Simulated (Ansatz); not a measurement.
`N[SiH]([O])O`• → 4 H• + N• + 2 O• + Si•  (atomization)

Calculated with Ansatz (gas phase, PBE0-D4/def2-TZVP geometries, no zero-point term in ΔE). CCSD(T)/CBS is frozen-core, at the limit of the def2 triple- and quadruple-zeta sets. Open shells (•) are unrestricted, without spin–orbit coupling. Spin–orbit coupling would lower the free atoms: a little for O, Si. One conformer a species, not always the lowest.

```json
{"level": "HF/def2-QZVPP", "ΔE (kJ/mol)": "1972.5"}
{"level": "CCSD(T)/def2-QZVPP", "ΔE (kJ/mol)": "2820.9"}
```

What does CCSD(T)/CBS give? (Estimate.)

The calculation gave: +2861.7 kJ/mol. The listed levels differ from it by -889.2, -40.8 kJ/mol.

Largest T1 diagnostic among the species: 0.015.

The D4 term adds +21.6 kJ/mol with B3LYP and +11.1 kJ/mol with PBE0; it sums over pairs of atoms, weighted by their polarisabilities, and B3LYP, whose exchange is more repulsive, gets the larger term. In def2-TZVPP, CCSD(T) changes the Hartree–Fock value by +795.2 kJ/mol (the triples alone add +43.1 kJ/mol) and MP2 by +847.1 kJ/mol; breaking electron pairs costs correlation energy, which Hartree–Fock lacks. From PBE to PBE0 (25 % exact exchange), in def2-TZVPP and without D4, ΔE moves by −78.4 kJ/mol: exact exchange takes away binding that semilocal exchange gives to molecules.

B3LYP here is the variant with VWN-RPA as its local correlation; programs differ in this.

CCSD(T)/CBS has its own doubt, a few kJ/mol and more with outer-core shells, so smaller differences from it don't rank the levels.
